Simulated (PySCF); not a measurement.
Trend along the alkali metals: MAs molecules

PBE0 with double-zeta basis sets in PySCF, for the lowest determinant that a PBE0 search found; no spin–orbit coupling. De refers to high-spin ground-configuration atoms. A positive dipole means M(−)As(+).

```tsv
M	basis	state (unpaired electrons)	Re (Å)	ωe (cm⁻¹)	De (eV)	μ (D)
Li	cc-pVDZ/cc-pVDZ-PP	triplet (π ↑↑)	2.436	432	1.56	-6.17
Na	def2-SVP	triplet (π ↑↑)	2.748	227	1.24	-6.70
K	def2-SVP	triplet (π ↑↑)	3.147	161	1.15	-8.73
Cs	def2-SVP	triplet (π ↑↑)	3.444	115	1.18	-9.24
```

Question: The row for M = Rb is missing. Estimate Re, ωe and De as the mean of the rows for K and Cs, and compare with the calculation.

Answer: The means are 3.295 Å, 138 cm⁻¹ and 1.17 eV. PBE0 in def2-SVP gives RbAs as a triplet (π ↑↑) with Re = 3.285 Å, ωe = 132 cm⁻¹, De = 1.14 eV, so the estimate is off by +1.0 pm, +5 % and +0.03 eV.

The rows differ in basis set, which adds steps of its own.

These are scalar-relativistic numbers at best; spin–orbit coupling would shift them, the dissociation energy most. States were picked by a PBE0 search and need not be the measured ground states.
